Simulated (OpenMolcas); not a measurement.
# Levels of Hf by method

```
Program             : OpenMolcas
Basis               : ANO-R2 [8s6p5d3f1g]
Scalar Hamiltonian  : X2C, finite nucleus
Active space        : 2 electrons in 5 orbitals (5d)
State averaging     : 2S+1 = 3 even, 10 roots; 2S+1 = 1 even, 15 roots
Spin-orbit coupling : RASSI with atomic mean-field integrals over the reference wave functions, term energies averaged over their components
```

Methods on the same reference wave functions:
A. CASSCF
B. SS-CASPT2, IPEA 0.25 Eh, imaginary shift 0.1 Eh (closed shells correlated: 5s 5p 6s)

Energies in cm⁻¹ above 5d² 6s² ³F₂, the measured ground level; measured values from NIST Handbook of Basic Atomic Spectroscopic Data.

```json
{"Level": "5d² 6s² ³F₂", "A": "0.0", "B": "0.0", "Measured": "0.0"}
{"Level": "5d² 6s² ³F₃", "A": "2606", "B": "2850", "Measured": "2357"}
{"Level": "5d² 6s² ³F₄", "A": "5236", "B": "5400", "Measured": "4568"}
{"Level": "5d² 6s² ¹D₂ [64 %]", "A": "9378", "B": "6680", "Measured": "5639"}
{"Level": "5d² 6s² ³P₀", "A": "9520", "B": "7530", "Measured": "5522"}
{"Level": "5d² 6s² ³P₁", "A": "10814", "B": "9170", "Measured": "6573"}
{"Level": "5d² 6s² ³P₂ [68 %]", "A": "13605", "B": "11560", "Measured": "8984"}
{"Level": "5d² 6s² ¹G₄", "A": "14205", "B": "12060", "Measured": "10533"}
{"Level": "5d² 6s² ¹S₀", "A": "30072", "B": "20910", "Measured": "20328"}
```

Deviations, from unrounded energies. A percentage is the sum of absolute deviations over the sum of measured energies, with the sign that they share, or ± where signs differ.

```
                        Against measurement  Levels      A      B
             mean absolute deviation (cm-1)       8   3900   1500
      fine structure of the ground term (%)       2  +13.2  +19.0
other terms of the ground configuration (%)       6  +52.1  +17.9
```

B lies closest to measurement on these levels. The largest miss of B in the table is 5d² 6s² ³P₁, by +2600 cm-1. The ranking rests on the paired levels alone, and a cruder setting can come out closer through cancelling errors.

From A to B the spin-free energies of the other terms of 5d² 6s² shown, above ³F, scale by factors of 0.48 to 0.77.

The lowest spin-free term lies below A's lowest term by 0.238 hartree in B.

CASPT2 does not keep the components of a term degenerate, so their means are used; among the terms shown or strongly mixed into the levels shown the widest spread is 650 cm-1 (5d² 6s² ¹G, B). Over all roots computed the reference weight is 0.85 to 0.91 in B; the roots of lowest weight are the least certain, and an intruder state may touch them. With the s shell closed, the reference lacks s² → p², s² → d² and s → d mixing, so excited terms can stand far too high and out of order, with CASPT2 too. Without dynamic correlation excited terms often stand tens of per cent too high (terms of higher spin than the ground term too low), and those without a measured partner can miss by more than the paired ones (holds for A). Some levels mix across a computed gap that differs much from the measured one, so their mixing is not that of the real levels (holds for B). Some terms miss by over 15 % even with CASPT2, which points to a basis or an active space too small for the shells correlated (holds for B). Computed and measured levels are paired by configuration, term and J; levels that our copy of the source lacks, or whose pairing is in doubt (as where it misses far off the trend of its configuration), stay unpaired and out of the deviations. Levels of configurations outside the active space are missing.

A share in square brackets marks a mixed level and gives the weight of the term that names it, the lowest over the columns.
